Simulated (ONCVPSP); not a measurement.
# Co: variants of one ONCV potential

Base potential:

* Element: Co
* Generator: ONCVPSP 4.0.1
* Type: optimised norm-conserving Vanderbilt (ONCV)
* Functional: BLYP
* Relativity: scalar-relativistic
* Frozen core: [Ne]
* Valence charge: 17
* Reference configuration: 3s2 3p6 3d8 4s1
* Partial waves: 3s+4s: rc 1.55 bohr, ncon 4, nbas 8, qcut 7.3 1/bohr, 2 projectors; 3p: rc 1.30 bohr, ncon 4, nbas 8, qcut 9.3 1/bohr, 3 projectors, debl 4 Ha; 3d: rc 0.90 bohr, ncon 5, nbas 9, qcut 20.4 1/bohr, 1 projector
* Local potential: polynomial inside 0.65 bohr (lpopt 5, dvloc0 4 Ha)
* Core correction: polynomial model core, fcfact 0.55

All-electron outer shells of the reference configuration (BLYP, scalar-relativistic, ld1.x):

| shell | level (eV) | outermost node (bohr) | outermost maximum (bohr) |
| --- | --- | --- | --- |
| 2p | -765.08 | – | 0.17 |
| 3s | -97.39 | 0.31 | 0.67 |
| 3p | -60.84 | 0.28 | 0.68 |
| 4s | -4.39 | 0.97 | 2.41 |
| 3d | -4.19 | – | 0.67 |

Cutoffs, loose and tight: the cutoffs (Ha) at which the residual kinetic energy of the hardest occupied pseudo-wave falls to 1 and 0.1 mHa per electron. They do not see the model core or the augmentation charge, which bear on the density cutoff. Test errors are all-electron minus pseudo excitation energies from the reference, over the configurations 3s2 3p6 3d7 4s2; 3s2 3p6 3d7 4s1; 3s2 3p6 3d7 4s0; 3s1 3p6 3d7 4s2. A dash means not determined; rows that change the core or the reference have their own tests. The largest error is taken over the tests solved by every variant that gives reliable tests at all: 3s2 3p6 3d7 4s0; 3s2 3p6 3d7 4s1; 3s2 3p6 3d7 4s2.

| change | outcome | cutoff, loose | cutoff, tight | bound ghosts | GHOST(+) flags above zero | largest test error (meV) |
| --- | --- | --- | --- | --- | --- | --- |
| base | generated | 136 Ha | 161 Ha | none | none | +4.7 |
| local potential polynomial inside 0.65 bohr (lpopt 5, dvloc0 -1.5 Ha) | generated | 136 Ha | 161 Ha | none | s | +4.8 |
| local potential polynomial inside 0.65 bohr (lpopt 5, dvloc0 0.5 Ha) | generated | 136 Ha | 161 Ha | none | none | +4.8 |
| local potential polynomial inside 0.65 bohr (lpopt 5, dvloc0 2.5 Ha) | generated | 136 Ha | 161 Ha | none | none | +4.7 |
| local potential polynomial inside 0.65 bohr (lpopt 5, dvloc0 4.5 Ha) | generated | 136 Ha | 161 Ha | none | none | +4.7 |
| local potential polynomial inside 0.65 bohr (lpopt 5, dvloc0 7 Ha) | generated | 136 Ha | 161 Ha | none | none | +4.7 |
| local potential polynomial inside 0.65 bohr (lpopt 5, dvloc0 8.5 Ha) | generated | 136 Ha | 161 Ha | none | none | +4.6 |

Reading the sweep of the dvloc0 (base included, trends over the rows without a ghost): The loose cutoff stays near 136 Ha.
